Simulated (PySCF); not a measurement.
**TiBr at TPSSh**

Level: TPSSh. PySCF, no relativity, basis sets Ti def2-TZVPP, Br def2-TZVPP.

| Property | Result |
| --- | --- |
| state | quartet, unpaired electrons σ ↑, π ↑, δ ↑, a mixture of terms (⟨Lz²⟩ = 4.8) |
| bond length | 2.416 Å |
| harmonic wavenumber | 304 cm⁻¹ |
| force constant | 1.63 mdyn/Å |
| rotational constant Be | 0.09686 cm⁻¹ |
| anharmonicity ωexe | 0.875 cm⁻¹ |
| vibration–rotation constant αe | 0.000398 cm⁻¹ |
| bond order (Mayer) | 1.16 |
| dipole moment (positive dipole means Ti(−)Br(+)) | -3.93 D |

De is left out where the level can put another filling of the metal’s s and d shells below the measured ground configuration, by anything from nothing to about 1 eV. Spin–orbit coupling is left out. With d or f electrons several states lie close, and the lowest PBE0 determinant need not be the measured ground state.
